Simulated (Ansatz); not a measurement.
Consider the cleavage of the Al–Si bond: `OC1=NC[SiH]1[AlH2]` + `NC[SiH2]N` → `NC[SiH2][NH][AlH2]` + `OC1=NC[SiH2]1`.

Isolated molecules relaxed with PBE0-D4/def2-TZVP in Ansatz; ΔE leaves out vibrations. CCSD(T)/CBS is the MP2 limit (def2-TZVPP, def2-QZVPP) plus CCSD(T) − MP2 in def2-TZVPP, frozen cores. Functionals use def2-TZVPP. One conformer a species, not always the lowest.

Problem. Is it downhill or uphill in electronic energy at CCSD(T)/CBS, and by how much? (Best estimate.)

Solution. Ansatz gave: Downhill: ΔE = -24.1 kcal/mol.

Problem. What do these levels give: ωB97M-V, B2PLYP, HF/def2-TZVPP, SCS-MP2/def2-TZVPP, MP2/CBS(def2), CCSD/CBS(def2)? (An estimate is asked.)

Solution. Computed: ωB97M-V -25.2, B2PLYP -24.9, HF/def2-TZVPP -26.4, SCS-MP2/def2-TZVPP -26.4, MP2/CBS(def2) -26.0, CCSD/CBS(def2) -24.4 kcal/mol.

Largest T1 diagnostic among the species: 0.015.

From PBE to PBE0 (25 % exact exchange), in def2-TZVPP and without D4, ΔE moves by −1.1 kcal/mol.
